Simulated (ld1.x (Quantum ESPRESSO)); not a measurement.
**Pseudopotential generation for oxygen (O): TM, PBE, scalar-relativistic.**

ld1.x (Quantum ESPRESSO) 7.5 was run on this input:

```
&input
   title='O', zed=8., rel=1, dft='PBE', iswitch=3,
   config='[He] 2s2 2p4',
   nld=2, rlderiv=1.75, eminld=-4.0, emaxld=5.0, deld=0.02
 /
 &inputp
   pseudotype=2, tm=.true., lloc=-2, rcloc=0.60,
   nlcc=.false.,
   file_pseudopw='O.UPF', file_wfcaegen='ae.wfc', file_wfcncgen='nc.wfc', file_beta='beta', file_chi='chi'
 /
2
2S  1  0   2.00   0.00  0.80  0.80  0.0
2P  2  1   4.00   0.00  1.60  1.60  0.0
 &test
   configts(1)='2s2 2p4'
 /
```

Command:

```bash
ld1.x < O.in > O.out
```

Output (shortened: banner, matrices, multipoles, cross overlaps and the repeated all-electron block are left out):

```
Program LD1 v.7.5
     --------------------------- All-electron run ----------------------------

     O
     scalar relativistic calculation

     atomic number is  8.00
     dft =PBE   lsd =0 sic =0 latt =0  beta=0.20 tr2=1.0E-14
     Exchange-correlation= PBE
                           (   1   4   3   4   0   0   0)
     mesh =1095 r(mesh) =  99.04343 a.u. xmin = -7.00 dx = 0.01250
     1 Ry =  13.60569312 eV, c = 137.03599908

     n l     nl                  e(Ry)          e(Ha)          e(eV)
     1 0     1S 1( 2.00)       -37.8295       -18.9148      -514.6969
     2 0     2S 1( 2.00)        -1.7611        -0.8806       -23.9616
     2 1     2P 1( 4.00)        -0.6637        -0.3319        -9.0308

     final scf error:  8.6E-15 reached in  23 iterations

     Etot =    -150.004152 Ry,     -75.002076 Ha,   -2040.910458 eV

     Ekin =     149.791567 Ry,      74.895784 Ha,    2038.018097 eV
     Encl =    -356.113718 Ry,    -178.056859 Ha,   -4845.173959 eV
     Eh   =      72.868749 Ry,      36.434374 Ha,     991.429835 eV
     Exc  =     -16.550750 Ry,      -8.275375 Ha,    -225.184431 eV

     normalization and overlap integrals

     s(1S/1S) =  1.000000  <r> =   0.1995  <r2> =    0.0538  r(max) =   0.1298
     s(2S/2S) =  1.000000  <r> =   1.1394  <r2> =    1.5805  r(max) =   0.8677
     s(2P/2P) =  1.000000  <r> =   1.2657  <r2> =    2.1375  r(max) =   0.8151

     ------------------------ End of All-electron run ------------------------

     --------------------- Generating NC pseudopotential ---------------------

      Generating local potential from pseudized AE potential:
      Matching radius rcloc =   0.6000
      Enforcing V''(0)=0 (lloc=-2)

      Local pseudo, rcloc= 0.604 Estimated cut-off energy=    79.46 Ry

      Wfc   2S  rcut= 0.795  Using Troullier-Martins method

      Wfc   2P  rcut= 1.601  Using Troullier-Martins method

     ------------------- End of pseudopotential generation -------------------

     Computing logarithmic derivative in   1.75827
     Computing logarithmic derivative in   1.75827
     Computing the partial wave expansion
     R is outside the sphere for l=    0 j= 0.00
     R is outside the sphere for l=    1 j= 0.00

     ---------------------- Testing the pseudopotential ----------------------

     O
     scalar relativistic calculation

     atomic number is  8.00   valence charge is  6.00
     dft =PBE   lsd =0 sic =0 latt =0  beta=0.20 tr2=1.0E-14
     mesh =1095 r(mesh) =  99.04343 xmin = -7.00 dx = 0.01250

     n l     nl             e AE (Ry)        e PS (Ry)    De AE-PS (Ry)
     1 0     2S   1( 2.00)       -1.76114       -1.76118        0.00004
     2 1     2P   1( 4.00)       -0.66375       -0.66375        0.00000

     eps = 3.9E-15  iter =  6

     Etot =    -150.004152 Ry,     -75.002076 Ha,   -2040.910458 eV
     Etotps =   -31.250584 Ry,     -15.625292 Ha,    -425.185852 eV

     Ekin =      20.518180 Ry,      10.259090 Ha,     279.164065 eV
     Encl =     -72.837589 Ry,     -36.418794 Ha,    -991.005877 eV
     Ehrt =      26.970253 Ry,      13.485127 Ha,     366.948990 eV
     Ecxc =      -6.461111 Ry,      -3.230555 Ha,     -87.907891 eV
     Epseu=       0.559682 Ry,       0.279841 Ha,       7.614861 eV

     ---------------------- End of pseudopotential test ----------------------
```

Generation and configuration tests took about 2.7 s on one core of a shared server CPU.

Transferability test of the new file with ld1.x, input:

```
&input
   title='O', zed=8., rel=1, dft='PBE', iswitch=2,
   config='[He] 2s2 2p4'
 /
 &test
   file_pseudo='O.UPF', nconf=8,
   configts(1)='2s2 2p4',
   configts(2)='2s2 2p3',
   configts(3)='2s2 2p2',
   configts(4)='2s2 2p1',
   configts(5)='2s0 2p6',
   configts(6)='2s1 2p5',
   configts(7)='2s2 2p3.5',
   configts(8)='2s2 2p0'
 /
```

```bash
ld1.x < O.test.in > O.test.out
```

Pseudopotential blocks of its output, shortened (energy terms left out):

```
     ---------------------- Testing the pseudopotential ----------------------

     n l     nl             e AE (Ry)        e PS (Ry)    De AE-PS (Ry)
     1 0     2S   1( 2.00)       -1.76114       -1.76118        0.00004
     2 1     2P   1( 4.00)       -0.66375       -0.66375        0.00000

     eps = 6.3E-16  iter =  6

     Etot =    -150.004152 Ry,     -75.002076 Ha,   -2040.910458 eV
     Etotps =   -31.250584 Ry,     -15.625292 Ha,    -425.185856 eV

     ---------------------- End of pseudopotential test ----------------------

          ---------------------- Testing the pseudopotential ----------------------

     n l     nl             e AE (Ry)        e PS (Ry)    De AE-PS (Ry)
     1 0     2S   1( 2.00)       -2.91523       -2.91701        0.00178
     2 1     2P   1( 3.00)       -1.79705       -1.79203       -0.00502  !

     eps = 7.8E-15  iter = 19

     Etot =    -148.796508 Ry,     -74.398254 Ha,   -2024.479621 eV
     Etotps =   -30.044474 Ry,     -15.022237 Ha,    -408.775895 eV
     dEtot_ae =       1.207644 Ry
     dEtot_ps =       1.206110 Ry,   Delta E=       0.001534 Ry

     ---------------------- End of pseudopotential test ----------------------

          ---------------------- Testing the pseudopotential ----------------------

     n l     nl             e AE (Ry)        e PS (Ry)    De AE-PS (Ry)
     1 0     2S   1( 2.00)       -4.28836       -4.28408       -0.00428
     2 1     2P   1( 2.00)       -3.17823       -3.14943       -0.02880  !

     eps = 3.8E-15  iter = 22

     Etot =    -146.327963 Ry,     -73.163981 Ha,   -1990.893355 eV
     Etotps =   -27.590468 Ry,     -13.795234 Ha,    -375.387444 eV
     dEtot_ae =       3.676189 Ry
     dEtot_ps =       3.660116 Ry,   Delta E=       0.016073 Ry

     ---------------------- End of pseudopotential test ----------------------

          ---------------------- Testing the pseudopotential ----------------------

     n l     nl             e AE (Ry)        e PS (Ry)    De AE-PS (Ry)
     1 0     2S   1( 2.00)       -5.84242       -5.81269       -0.02973  !
     2 1     2P   1( 1.00)       -4.77428       -4.68417       -0.09012  !

     eps = 6.0E-15  iter = 25

     Etot =    -142.368669 Ry,     -71.184335 Ha,   -1937.024424 eV
     Etotps =   -23.686474 Ry,     -11.843237 Ha,    -322.270894 eV
     dEtot_ae =       7.635483 Ry
     dEtot_ps =       7.564110 Ry,   Delta E=       0.071372 Ry

     ---------------------- End of pseudopotential test ----------------------

          ---------------------- Testing the pseudopotential ----------------------

     n l     nl             e AE (Ry)        e PS (Ry)    De AE-PS (Ry)
     1 0     2S   1( 0.00)       -1.82640       -1.82981        0.00340
     2 1     2P   1( 6.00)       -0.72363       -0.72867        0.00504  !

     eps = 4.0E-15  iter =  9

     Etot =    -147.803835 Ry,     -73.901918 Ha,   -2010.973626 eV
     Etotps =   -29.051967 Ry,     -14.525983 Ha,    -395.272144 eV
     dEtot_ae =       2.200317 Ry
     dEtot_ps =       2.198617 Ry,   Delta E=       0.001699 Ry

     ---------------------- End of pseudopotential test ----------------------

          ---------------------- Testing the pseudopotential ----------------------

     n l     nl             e AE (Ry)        e PS (Ry)    De AE-PS (Ry)
     1 0     2S   1( 1.00)       -1.79485       -1.79684        0.00199
     2 1     2P   1( 5.00)       -0.69467       -0.69753        0.00286

     eps = 1.2E-15  iter = 14

     Etot =    -148.905334 Ry,     -74.452667 Ha,   -2025.960272 eV
     Etotps =   -30.152224 Ry,     -15.076112 Ha,    -410.241903 eV
     dEtot_ae =       1.098818 Ry
     dEtot_ps =       1.098360 Ry,   Delta E=       0.000458 Ry

     ---------------------- End of pseudopotential test ----------------------

          ---------------------- Testing the pseudopotential ----------------------

     n l     nl             e AE (Ry)        e PS (Ry)    De AE-PS (Ry)
     1 0     2S   1( 2.00)       -2.30727       -2.30856        0.00129
     2 1     2P   1( 3.50)       -1.19639       -1.19524       -0.00114

     eps = 8.4E-15  iter = 14

     Etot =    -149.542165 Ry,     -74.771082 Ha,   -2034.624805 eV
     Etotps =   -30.788777 Ry,     -15.394388 Ha,    -418.902650 eV
     dEtot_ae =       0.461987 Ry
     dEtot_ps =       0.461807 Ry,   Delta E=       0.000180 Ry

     ---------------------- End of pseudopotential test ----------------------

          ---------------------- Testing the pseudopotential ----------------------

     n l     nl             e AE (Ry)        e PS (Ry)    De AE-PS (Ry)
     1 0     2S   1( 2.00)       -7.55005       -7.45880       -0.09125  !
     2 1     2P   1( 0.00)       -6.56027       -6.34658       -0.21369  !

     eps = 9.6E-15  iter = 13

     Etot =    -136.716273 Ry,     -68.358137 Ha,   -1860.119656 eV
     Etotps =   -18.179327 Ry,      -9.089664 Ha,    -247.342350 eV
     dEtot_ae =      13.287879 Ry
     dEtot_ps =      13.071257 Ry,   Delta E=       0.216622 Ry

     ---------------------- End of pseudopotential test ----------------------
```
